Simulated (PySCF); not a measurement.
A series of related molecules.

All values: CAM-B3LYP/def2-SVPD (PySCF) at GFN2-xTB geometries, gas phase, one conformer each. Core orbitals are frozen in the response; Δα² is half the sum of the squared differences of the principal polarisabilities.

Question: Rank by polarisability anisotropy Δα, highest first.
A. `[CH2:1]=[N:2][SiH2:3][CH:4]([CH3:5])[CH3:6]` with C1–N2–Si3–C4 115°, N2–Si3–C4–C5 49°
B. `[CH2:1]=[N:2][SiH2:3][C@@H:4]([CH3:5])[CH2:6][F:7]` with C1–N2–Si3–C4 -122°, N2–Si3–C4–C5 75°, Si3–C4–C6–F7 -54°
C. `[CH2:1]=[N:2][SiH2:3][C@@H:4]([CH3:5])[CH2:6][SH:7]` with C1–N2–Si3–C4 -121°, N2–Si3–C4–C5 -177°, Si3–C4–C6–S7 175°, C4–C6–S7–H -60°
D. `[CH2:1]=[N:2][SiH2:3][C@H:4]([CH3:5])[CH2:6][OH:7]` with C1–N2–Si3–C4 122°, N2–Si3–C4–C5 172°, Si3–C4–C6–O7 -67°, C4–C6–O7–H 57°

Answer: C (5.14 Å³), D (4.74 Å³), A (4.30 Å³), B (4.02 Å³).

All values together:

```tsv
SMILES	change	formula	μ (D)	HOMO (eV)	LUMO (eV)	α (Å³)	Δα (Å³)	electrons	α per electron (Å³)
C=N[SiH2]C(C)C	parent	C4H11NSi	1.35	-8.31	0.37	12.43	4.30	56	0.222
C=N[SiH2][C@@H](C)CF	H on C replaced by F	C4H10FNSi	1.75	-8.42	0.27	12.36	4.02	64	0.193
C=N[SiH2][C@H](C)CC	H on C replaced by CH3	C5H13NSi	1.33	-8.28	0.33	14.10	4.37	64	0.220
C=N[SiH2][C@H](C)CO	H on C replaced by OH	C4H11NOSi	2.79	-8.74	0.00	13.05	4.74	64	0.204
C=N[SiH2][C@@H](C)CS	H on C replaced by SH	C4H11NSSi	2.97	-7.99	0.16	15.53	5.14	72	0.216
```

Conformers: `[CH2:1]=[N:2][SiH2:3][CH:4]([CH3:5])[CH3:6]` with C1–N2–Si3–C4 115°, N2–Si3–C4–C5 49°; `[CH2:1]=[N:2][SiH2:3][C@@H:4]([CH3:5])[CH2:6][F:7]` with C1–N2–Si3–C4 -122°, N2–Si3–C4–C5 75°, Si3–C4–C6–F7 -54°; `[CH2:1]=[N:2][SiH2:3][C@H:4]([CH3:5])[CH2:6][CH3:7]` with C1–N2–Si3–C4 113°, N2–Si3–C4–C5 -176°, Si3–C4–C6–C7 -69°; `[CH2:1]=[N:2][SiH2:3][C@H:4]([CH3:5])[CH2:6][OH:7]` with C1–N2–Si3–C4 122°, N2–Si3–C4–C5 172°, Si3–C4–C6–O7 -67°, C4–C6–O7–H 57°; `[CH2:1]=[N:2][SiH2:3][C@@H:4]([CH3:5])[CH2:6][SH:7]` with C1–N2–Si3–C4 -121°, N2–Si3–C4–C5 -177°, Si3–C4–C6–S7 175°, C4–C6–S7–H -60°.

Give the shifts from the parent, `C=N[SiH2]C(C)C`.

```tsv
SMILES	change in μ (D)	change in HOMO (eV)	change in LUMO (eV)	change in mean α (Å³)
C=N[SiH2][C@@H](C)CF	+0.40	-0.11	-0.10	-0.07
C=N[SiH2][C@H](C)CC	-0.02	+0.03	-0.04	+1.67
C=N[SiH2][C@H](C)CO	+1.44	-0.43	-0.37	+0.62
C=N[SiH2][C@@H](C)CS	+1.62	+0.32	-0.21	+3.10
```
